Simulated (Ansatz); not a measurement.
One change: `O[SiH2][SnH2][SiH3]` becomes `[CH3][SnH2][SiH2]O`.

Ansatz, PBE0-D4/def2-TZVP geometries, multiplicity 1. Each molecule was computed in one conformer, which needn't be the lowest.

Elements past krypton have def2 core potentials.

```csv
property,`O[SiH2][SnH2][SiH3]`
LUMO energy (PBE/def2-TZVPP) / eV,-1.43
HOMO energy (PBE0/def2-TZVPP) / eV,-7.35
LUMO energy (ωB97M-V/def2-TZVPP) / eV,0.98
size of the dipole moment (PBE/def2-TZVPP) / D,1.02
HOMO energy (PBE/def2-TZVPP) / eV,-6.29
LUMO energy (B3LYP/def2-TZVPP) / eV,-0.83
```

(1) What does the change do to each property? (An estimate is asked.)

Answers

(1) Ansatz gave: 
```csv
property,`[CH3][SnH2][SiH2]O`,shift
LUMO energy (PBE/def2-TZVPP) / eV,-1.27,0.16
HOMO energy (PBE0/def2-TZVPP) / eV,-7.31,0.04
LUMO energy (ωB97M-V/def2-TZVPP) / eV,1.14,0.16
size of the dipole moment (PBE/def2-TZVPP) / D,0.86,-0.16
HOMO energy (PBE/def2-TZVPP) / eV,-6.19,0.10
LUMO energy (B3LYP/def2-TZVPP) / eV,-0.68,0.15
```

Dipoles are sizes alone; their direction can turn.

B3LYP here is the variant with VWN-RPA as its local correlation; programs differ in this.
